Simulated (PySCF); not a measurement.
Computed shifts of a molecule C4H3ClF2, HF/pcSseg-1 in PySCF, GIAO, gas phase, atoms alike by connectivity averaged where their shifts nearly agree, in ppm (number of nuclei): ¹³C: 102.7 (1), 90.1 (1), 75.0 (1), 51.3 (1). ¹⁹F: -79.0 (1), -84.1 (1). ¹H: 4.01 (1), 3.68 (1), 3.60 (1). References: ¹³C against TMS (σ = 192.6 ppm); ¹⁹F against CFCl3 (σ = 238.5 ppm); ³⁵Cl against HCl (σ = 958.2 ppm); ¹H against TMS (σ = 31.99 ppm), references at their B3LYP-D3(BJ)/def2-TZVP geometries, non-relativistic (without spin–orbit terms, shifts of atoms bonded to Cl or Br come out too high). Geometry optimised at B3LYP-D3(BJ)/def2-SVP. Other conformers were not sampled.

Problem. Pick the molecule that these values belong to.
(A) F[C@@H]1C(Cl)=C[C@@H]1F
(B) C=C(F)/C(Cl)=C\F
(C) C=C(Cl)C=C(F)F
(D) C#CC(F)(F)CCl

Solution. D, C#CC(F)(F)CCl
